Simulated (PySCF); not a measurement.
Which determinant of SiTe lies lowest?

Unrestricted PBE0; basis Si def2-TZVPP, Te def2-TZVPP with ECP28; scalar-relativistic core potentials; PySCF 2.14. Outer shells of the fragments: Si 3s2 3p2; Te 4d10 5s2 5p4.

Followed along the bond (rough minima from three points):

| 2Ms+1 | unpaired | ⟨S²⟩ at the start | R at minimum (Å) | Te (eV) |
| --- | --- | --- | --- | --- |
| 1 | none | 0.00 | 2.27 | 0.00 |
| 3 | π ↑↑ | 2.01 | 2.52 | 2.01 |
| 5 | σ ↑, π ↑↑↑ | 6.01 | none in the scan | ≤ 4.02 |

Solutions found at the starting distance of 2.435 Å, counted from the lowest of them; the search is not exhaustive and high or unbound solutions are not listed, so other states can lie among these:

```tsv
2Ms+1	unpaired	term	E (eV)	⟨S²⟩	⟨Lz²⟩	μ (D)
1	none	¹Σ⁺	0.00	0.00	0.00	-1.36
3	π ↑↑	mixed	1.82	2.01	2.02	0.53
3	π ↑↑	mixed	2.16	2.01	2.02	0.25
1	π ↑↓	mixed	2.21	1.01	2.02	0.16
3	σ ↑, π ↑	³Π	2.32	2.02	1.01	-1.16
1	σ ↓, π ↑	mixed	2.59	1.02	1.02	-0.93
```

A term symbol is given only where ⟨S²⟩ and ⟨Lz²⟩ are close to those of a pure state; real π, δ and φ orbitals otherwise mix terms. A positive dipole means Si(−)Te(+).

Problem. Compare the gap between the two lowest followed solutions at the starting distance with the gap between their minima.

Solution. At PBE0 the second solution (triplet, unpaired electrons π ↑↑) lies +1.82 eV from the first (singlet, closed shell) at 2.435 Å and +2.01 eV at the minima; the two curves relax by different amounts, since their minima lie near 2.52 and 2.27 Å.

Spin–orbit coupling is left out. Counting both spins, an empty level lies below a filled one in some of these solutions, because spin and occupation are held.
